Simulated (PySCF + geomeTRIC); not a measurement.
All values below come from TPSS-D3(BJ)/def2-SVP (PySCF + geomeTRIC). fastk is a local helper that only speeds up exchange builds. No frequencies were computed at this level.

```python
import json, numpy as np
from pyscf import gto, dft
from fastk import lowrank_exchange
atoms = """
Mo    -0.093262    -0.149144    -0.008572
O     -1.564248     0.087892    -1.030931
H     -2.354572    -0.323909    -1.383872
O     -0.999934     0.265763     1.455156
H     -1.441707     0.496897     2.273236
O      0.897653    -0.406607    -1.465450
H      1.218981    -0.482767    -2.365256
O      1.334152    -0.585997     1.014720
H      2.210125    -0.843404     1.302095
O     -0.630893    -1.949517     0.054727
H     -0.321828    -2.761247     0.457446
N      0.384172     1.715304    -0.133687
H      0.057575     2.466808     0.465037
H      0.927485     2.157286    -0.868071
"""
def scf(charge, spin, dm0=None):
    mol = gto.M(atom=atoms, basis='def2-svp', ecp={'Mo': 'def2-svp'}, charge=charge, spin=spin, verbose=3, max_memory=10080)
    mf = dft.KS(mol, xc='tpss').density_fit(auxbasis="def2-universal-jkfit")
    mf.disp = 'd3bj'
    mf.grids.level = 3
    mf.conv_tol = 1e-8
    mf.max_cycle = 120
    mf.level_shift = 0.25
    mf.kernel(dm0)
    if not mf.converged:
        mf = mf.newton().run(mf.mo_coeff, mf.mo_occ).undo_soscf()
    return mf
mf = scf(0, 0)
from pyscf.geomopt.geometric_solver import kernel as optimize
path = []
done, mol = optimize(mf, maxsteps=120, assert_convergence=False, callback=lambda env: path.append((env["energy"], bool(env["g_scanner"].converged))))
res = dict(converged=bool(done and path[-1][1]), energy=path[-1][0], path=[e for e, c in path], xyz=mol.atom_coords(unit="Angstrom").tolist(), nao=mol.nao)
json.dump(res, open("result.json", "w"))
```

Output:

```
converged SCF energy = -503.101769812416
Geometry optimization cycle 1
converged SCF energy = -503.101769813757
cycle 1: E = -503.101769814  dE = -503.102  norm(grad) = 0.146332
Geometry optimization cycle 2
converged SCF energy = -503.129800556417
cycle 2: E = -503.129800556  dE = -0.0280307  norm(grad) = 0.0348911
Geometry optimization cycle 3
converged SCF energy = -503.134179926301
cycle 3: E = -503.134179926  dE = -0.00437937  norm(grad) = 0.0283058
Geometry optimization cycle 4
converged SCF energy = -503.14343128609
cycle 4: E = -503.143431286  dE = -0.00925136  norm(grad) = 0.0466273
Geometry optimization cycle 5
converged SCF energy = -503.147747662452
cycle 5: E = -503.147747662  dE = -0.00431638  norm(grad) = 0.0654506
Geometry optimization cycle 6
converged SCF energy = -503.149187659911
cycle 6: E = -503.14918766  dE = -0.00144  norm(grad) = 0.0676814
Geometry optimization cycle 7
converged SCF energy = -503.157527629503
cycle 7: E = -503.15752763  dE = -0.00833997  norm(grad) = 0.0362773
Geometry optimization cycle 8
converged SCF energy = -503.1614116722
cycle 8: E = -503.161411672  dE = -0.00388404  norm(grad) = 0.024595
Geometry optimization cycle 9
converged SCF energy = -503.163979892857
cycle 9: E = -503.163979893  dE = -0.00256822  norm(grad) = 0.0169461
Geometry optimization cycle 10
converged SCF energy = -503.164312113945
cycle 10: E = -503.164312114  dE = -0.000332221  norm(grad) = 0.0201155
Geometry optimization cycle 11
converged SCF energy = -503.166035711766
cycle 11: E = -503.166035712  dE = -0.0017236  norm(grad) = 0.0119366
Geometry optimization cycle 12
converged SCF energy = -503.166685892243
cycle 12: E = -503.166685892  dE = -0.00065018  norm(grad) = 0.00859853
Geometry optimization cycle 13
converged SCF energy = -503.168157066647
cycle 13: E = -503.168157067  dE = -0.00147117  norm(grad) = 0.0142271
Geometry optimization cycle 14
converged SCF energy = -503.168639154038
cycle 14: E = -503.168639154  dE = -0.000482087  norm(grad) = 0.0120083
Geometry optimization cycle 15
converged SCF energy = -503.169269475221
cycle 15: E = -503.169269475  dE = -0.000630321  norm(grad) = 0.00696261
Geometry optimization cycle 16
converged SCF energy = -503.169624174496
cycle 16: E = -503.169624174  dE = -0.000354699  norm(grad) = 0.00714973
Geometry optimization cycle 17
converged SCF energy = -503.169899444945
cycle 17: E = -503.169899445  dE = -0.00027527  norm(grad) = 0.00743981
Geometry optimization cycle 18
converged SCF energy = -503.170183579772
cycle 18: E = -503.17018358  dE = -0.000284135  norm(grad) = 0.00721248
Geometry optimization cycle 19
converged SCF energy = -503.170348389804
cycle 19: E = -503.17034839  dE = -0.00016481  norm(grad) = 0.00411351
Geometry optimization cycle 20
converged SCF energy = -503.170411727905
cycle 20: E = -503.170411728  dE = -6.33381e-05  norm(grad) = 0.00219961
Geometry optimization cycle 21
converged SCF energy = -503.170442909008
cycle 21: E = -503.170442909  dE = -3.11811e-05  norm(grad) = 0.00196395
Geometry optimization cycle 22
converged SCF energy = -503.170462446195
cycle 22: E = -503.170462446  dE = -1.95372e-05  norm(grad) = 0.00216131
Geometry optimization cycle 23
converged SCF energy = -503.17046824214
cycle 23: E = -503.170468242  dE = -5.79595e-06  norm(grad) = 0.00172043
Geometry optimization cycle 24
converged SCF energy = -503.170475517832
cycle 24: E = -503.170475518  dE = -7.27569e-06  norm(grad) = 0.00113448
Geometry optimization cycle 25
converged SCF energy = -503.170482864295
cycle 25: E = -503.170482864  dE = -7.34646e-06  norm(grad) = 0.00105375
Geometry optimization cycle 26
converged SCF energy = -503.170485685447
cycle 26: E = -503.170485685  dE = -2.82115e-06  norm(grad) = 0.00144236
Geometry optimization cycle 27
converged SCF energy = -503.170488931788
cycle 27: E = -503.170488932  dE = -3.24634e-06  norm(grad) = 0.00125931
Geometry optimization cycle 28
converged SCF energy = -503.170492356229
cycle 28: E = -503.170492356  dE = -3.42444e-06  norm(grad) = 0.000775959
Geometry optimization cycle 29
converged SCF energy = -503.170494825243
cycle 29: E = -503.170494825  dE = -2.46901e-06  norm(grad) = 0.000514919
Geometry optimization cycle 30
converged SCF energy = -503.170495644764
cycle 30: E = -503.170495645  dE = -8.19521e-07  norm(grad) = 0.000447684
<class 'geometric.internal.Distance'> : 13
<class 'geometric.internal.Angle'> : 7
<class 'geometric.internal.LinearAngle'> : 12
<class 'geometric.internal.OutOfPlane'> : 13
<class 'geometric.internal.Dihedral'> : 18
<class 'geometric.internal.TranslationX'> : 1
<class 'geometric.internal.TranslationY'> : 1
<class 'geometric.internal.TranslationZ'> : 1
<class 'geometric.internal.RotationA'> : 1
<class 'geometric.internal.RotationB'> : 1
<class 'geometric.internal.RotationC'> : 1
Step    0 : Gradient = 3.911e-02/7.256e-02 (rms/max) Energy = -503.1017698138
Step    1 : Displace = 9.646e-02/1.363e-01 (rms/max) Trust = 1.000e-01 (=) Grad = 9.325e-03/1.540e-02 (rms/max) E (change) = -503.1298005564 (-2.803e-02) Quality = 0.632
Step    2 : Displace = 8.096e-02/1.711e-01 (rms/max) Trust = 1.000e-01 (=) Grad = 7.565e-03/1.711e-02 (rms/max) E (change) = -503.1341799263 (-4.379e-03) Quality = 1.209
Step    3 : Displace = 1.536e-01/3.833e-01 (rms/max) Trust = 1.414e-01 (+) Grad = 1.246e-02/2.321e-02 (rms/max) E (change) = -503.1434312861 (-9.251e-03) Quality = 0.802
Step    4 : Displace = 1.899e-01/3.926e-01 (rms/max) Trust = 2.000e-01 (+) Grad = 1.749e-02/3.827e-02 (rms/max) E (change) = -503.1477476625 (-4.316e-03) Quality = 0.581
Step    5 : Displace = 1.634e-01/2.509e-01 (rms/max) Trust = 2.000e-01 (=) Grad = 1.809e-02/4.311e-02 (rms/max) E (change) = -503.1491876599 (-1.440e-03) Quality = 0.156
Step    6 : Displace = 8.642e-02/2.122e-01 (rms/max) Trust = 8.172e-02 (-) Grad = 9.696e-03/1.821e-02 (rms/max) E (change) = -503.1575276295 (-8.340e-03) Quality = 0.498
Step    7 : Displace = 8.269e-02/1.702e-01 (rms/max) Trust = 8.172e-02 (=) Grad = 6.573e-03/1.376e-02 (rms/max) E (change) = -503.1614116722 (-3.884e-03) Quality = 0.772
Step    8 : Displace = 5.753e-02/9.901e-02 (rms/max) Trust = 1.156e-01 (+) Grad = 4.529e-03/1.118e-02 (rms/max) E (change) = -503.1639798929 (-2.568e-03) Quality = 1.465
Step    9 : Displace = 9.322e-02/2.039e-01 (rms/max) Trust = 1.634e-01 (+) Grad = 5.376e-03/1.075e-02 (rms/max) E (change) = -503.1643121139 (-3.322e-04) Quality = 0.176
Step   10 : Displace = 4.904e-02/8.198e-02 (rms/max) Trust = 4.661e-02 (-) Grad = 3.190e-03/5.519e-03 (rms/max) E (change) = -503.1660357118 (-1.724e-03) Quality = 0.985
Step   11 : Displace = 2.154e-02/5.517e-02 (rms/max) Trust = 6.592e-02 (+) Grad = 2.298e-03/5.113e-03 (rms/max) E (change) = -503.1666858922 (-6.502e-04) Quality = 1.694
Step   12 : Displace = 9.434e-02/2.416e-01 (rms/max) Trust = 9.322e-02 (+) Grad = 3.802e-03/1.002e-02 (rms/max) E (change) = -503.1681570666 (-1.471e-03) Quality = 1.094
Step   13 : Displace = 4.046e-02/1.114e-01 (rms/max) Trust = 1.318e-01 (+) Grad = 3.209e-03/8.485e-03 (rms/max) E (change) = -503.1686391540 (-4.821e-04) Quality = 1.428
Step   14 : Displace = 4.061e-02/1.040e-01 (rms/max) Trust = 1.864e-01 (+) Grad = 1.861e-03/3.963e-03 (rms/max) E (change) = -503.1692694752 (-6.303e-04) Quality = 1.321
Step   15 : Displace = 2.857e-02/7.106e-02 (rms/max) Trust = 2.637e-01 (+) Grad = 1.911e-03/4.672e-03 (rms/max) E (change) = -503.1696241745 (-3.547e-04) Quality = 1.339
Step   16 : Displace = 4.215e-02/1.161e-01 (rms/max) Trust = 3.000e-01 (+) Grad = 1.988e-03/5.206e-03 (rms/max) E (change) = -503.1698994449 (-2.753e-04) Quality = 1.258
Step   17 : Displace = 3.472e-02/9.656e-02 (rms/max) Trust = 3.000e-01 (=) Grad = 1.928e-03/5.560e-03 (rms/max) E (change) = -503.1701835798 (-2.841e-04) Quality = 1.226
Step   18 : Displace = 2.753e-02/6.995e-02 (rms/max) Trust = 3.000e-01 (=) Grad = 1.099e-03/2.971e-03 (rms/max) E (change) = -503.1703483898 (-1.648e-04) Quality = 1.200
Step   19 : Displace = 1.494e-02/3.256e-02 (rms/max) Trust = 3.000e-01 (=) Grad = 5.879e-04/1.166e-03 (rms/max) E (change) = -503.1704117279 (-6.334e-05) Quality = 1.007
Step   20 : Displace = 1.489e-02/3.502e-02 (rms/max) Trust = 3.000e-01 (=) Grad = 5.249e-04/1.109e-03 (rms/max) E (change) = -503.1704429090 (-3.118e-05) Quality = 0.862
Step   21 : Displace = 1.386e-02/2.506e-02 (rms/max) Trust = 3.000e-01 (=) Grad = 5.776e-04/1.305e-03 (rms/max) E (change) = -503.1704624462 (-1.954e-05) Quality = 0.521
Step   22 : Displace = 9.082e-03/1.721e-02 (rms/max) Trust = 3.000e-01 (=) Grad = 4.598e-04/1.089e-03 (rms/max) E (change) = -503.1704682421 (-5.796e-06) Quality = 0.249
Step   23 : Displace = 4.885e-03/7.905e-03 (rms/max) Trust = 4.541e-03 (-) Grad = 3.032e-04/6.002e-04 (rms/max) E (change) = -503.1704755178 (-7.276e-06) Quality = 0.363
Step   24 : Displace = 4.538e-03/8.086e-03 (rms/max) Trust = 4.541e-03 (=) Grad = 2.816e-04/5.193e-04 (rms/max) E (change) = -503.1704828643 (-7.346e-06) Quality = 0.323
Step   25 : Displace = 4.924e-03/9.561e-03 (rms/max) Trust = 4.541e-03 (=) Grad = 3.855e-04/8.105e-04 (rms/max) E (change) = -503.1704856854 (-2.821e-06) Quality = 0.090
Step   26 : Displace = 2.394e-03/5.380e-03 (rms/max) Trust = 2.271e-03 (-) Grad = 3.366e-04/7.051e-04 (rms/max) E (change) = -503.1704889318 (-3.246e-06) Quality = 0.140
Step   27 : Displace = 1.161e-03/2.037e-03 (rms/max) Trust = 1.135e-03 (-) Grad = 2.074e-04/4.542e-04 (rms/max) E (change) = -503.1704923562 (-3.424e-06) Quality = 0.367
Step   28 : Displace = 1.132e-03/1.784e-03 (rms/max) Trust = 1.135e-03 (=) Grad = 1.376e-04/2.930e-04 (rms/max) E (change) = -503.1704948252 (-2.469e-06) Quality = 0.244
Step   29 : Displace = 4.604e-04/7.482e-04 (rms/max) Trust = 5.660e-04 (-) Grad = 1.196e-04/2.532e-04 (rms/max) E (change) = -503.1704956448 (-8.195e-07) Quality = 0.228
Converged! =D
```

Cost: around 40 core-minutes (rough).
